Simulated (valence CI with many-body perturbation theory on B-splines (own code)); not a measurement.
The numbers below are computed, except where a source is named.
Level structure of Nd19+

Level of theory: relativistic CI+MBPT: five valence electrons over a frozen Dirac-Fock core [Kr], a basis of 7 s, 7 p, 8 d, 6 f, 4 g, 1 h functions for each j, with the one-electron correlation potential Σ1, the two-electron term Σ2, the three-electron term Σ3, Breit, model QED; selected CI, second order for the rest (own B-spline code, finite nucleus).

No measured levels were compared; by estimate terms of the open shell hold to 2 to 4 % of their energy, and close levels can change places. Core correlation moves these levels by up to 12000 cm⁻¹, and in measured spectra 5 to 20 % of such shifts remained as error; rates that hang on mixing are uncertain with them. Among the levels kept, up to 270 cm⁻¹ of a level comes from second order outside the variational space, and about a tenth of that is noise between levels of different J, which matters for small intervals. Only levels of the ground parity were solved; by the run's estimate the other parity begins above the list, which can be wrong where configurations are misplaced.

Levels 1 to 37 of 37, with energies above the lowest level, (4d3/2^4 4d5/2) J=5/2 [a]. "Leading %" is the weight of the configuration and term that name the level; weights of strongly mixed levels are sums over their largest components and can fall short. In the jj column 3d3/2^4 stands for four electrons in 3d with j = 3/2.

```csv
No.,Configuration,Term,J,E (eV),Leading %,g,Second component,Leading jj
1,4d5,6S,5/2,0.000,67,1.826,23 % 4d5 4P,4d3/2^4 4d5/2 (39 %)
2,4d5,4G,5/2,4.428,25,1.090,24 % 4d5 2F,4d3/2^4 4d5/2 (53 %)
3,4d5,4G,7/2,6.822,52,1.123,18 % 4d5 4D,4d3/2^3 4d5/2^2 (92 %)
4,4d5,4D,3/2,7.110,46,1.307,37 % 4d5 4P,4d3/2^3 4d5/2^2 (91 %)
5,4d5,4G,11/2,7.307,62,1.183,26 % 4d5 2H,4d3/2^3 4d5/2^2 (84 %)
6,4d5,4G,5/2,7.855,35,1.094,33 % 4d5 4D,4d3/2^3 4d5/2^2 (56 %)
7,4d5,4G,9/2,7.867,68,1.163,14 % 4d5 4F,4d3/2^3 4d5/2^2 (70 %)
8,4d5,4P,1/2,8.533,57,1.756,30 % 4d5 4D,4d3/2^3 4d5/2^2 (65 %)
9,4d5,4D,7/2,9.798,37,1.210,21 % 4d5 4G,4d3/2^3 4d5/2^2 (52 %)
10,4d5,2D,5/2,10.335,37,1.233,16 % 4d5 4P,4d3/2^3 4d5/2^2 (49 %)
11,4d5,2F,7/2,11.264,30,1.160,26 % 4d5 4D,4d3/2^2 4d5/2^3 (57 %)
12,4d5,2I,11/2,11.402,64,1.033,28 % 4d5 4G,4d3/2^2 4d5/2^3 (87 %)
13,4d5,4D,1/2,11.864,68,0.789,24 % 4d5 4P,4d3/2^2 4d5/2^3 (88 %)
14,4d5,2D,3/2,11.916,47,0.950,31 % 4d5 4D,4d3/2^2 4d5/2^3 (48 %)
15,4d5,2G,9/2,12.141,47,1.152,28 % 4d5 4G,4d3/2^2 4d5/2^3 (71 %)
16,4d5,4P,3/2,12.571,45,1.068,44 % 4d5 4F,4d3/2^2 4d5/2^3 (84 %)
17,4d5,2I,13/2,12.657,99,1.075,,4d3/2^2 4d5/2^3 (99 %)
18,4d5,2F,5/2,13.219,38,1.013,19 % 4d5 4F,4d3/2^2 4d5/2^3 (77 %)
19,4d5,2H,9/2,14.692,51,1.108,46 % 4d5 4F,4d3/2^2 4d5/2^3 (98 %)
20,4d5,2G,7/2,15.070,61,0.994,31 % 4d5 2F,4d3/2^2 4d5/2^3 (95 %)
21,4d5,4F,5/2,15.222,45,1.056,25 % 4d5 2F,4d3/2^2 4d5/2^3 (75 %)
22,4d5,2D,3/2,16.170,72,0.766,21 % 4d5 4F,4d3/2^2 4d5/2^3 (46 %)
23,4d5,2F,5/2,16.289,36,1.158,25 % 4d5 4P,4d3/2 4d5/2^4 (61 %)
24,4d5,2F,7/2,16.782,60,1.076,29 % 4d5 2G,4d3/2^2 4d5/2^3 (68 %)
25,4d5,2S,1/2,17.032,67,1.911,17 % 4d5 4P,4d3/2^2 4d5/2^3 (46 %)
26,4d5,4F,7/2,18.001,42,1.194,29 % 4d5 2F,4d3/2 4d5/2^4 (88 %)
27,4d5,2G,9/2,18.174,51,1.096,28 % 4d5 2H,4d3/2^2 4d5/2^3 (56 %)
28,4d5,2H,11/2,18.661,66,1.066,24 % 4d5 2I,4d3/2 4d5/2^4 (95 %)
29,4d5,2D,3/2,19.568,69,0.851,15 % 4d5 4D,4d3/2 4d5/2^4 (66 %)
30,4d5,2D,5/2,20.703,65,1.114,25 % 4d5 2F,4d3/2 4d5/2^4 (78 %)
31,4d5,2G,9/2,21.373,89,1.110,4 % 4d5 2H,4d3/2 4d5/2^4 (51 %)
32,4d5,2D,5/2,21.833,52,1.102,28 % 4d5 2F,4d5/2^5 (46 %)
33,4d5,2G,7/2,22.581,77,0.947,19 % 4d5 2F,4d3/2 4d5/2^4 (78 %)
34,4d5,2P,3/2,23.231,81,1.231,17 % 4d5 2D,4d3/2^2 4d5/2^3 (83 %)
35,4d5,2P,1/2,25.539,82,0.872,15 % 4d5 2S,4d3/2 4d5/2^4 (62 %)
36,4d5,2D,5/2,27.880,85,1.185,6 % 4d5 2F,4d3/2^2 4d5/2^3 (50 %)
37,4d5,2D,3/2,28.724,79,0.881,17 % 4d5 2P,4d3/2 4d5/2^4 (81 %)
```

Where two levels of one J and parity lie close, their mixing, g and order are uncertain.

The ionisation energy to 4d4 5D_0 of the next ion comes out as 562.29 eV (NIST: 562 ± 4 eV (theoretical)). All 37 levels together are meant to be complete up to 29.912 eV.
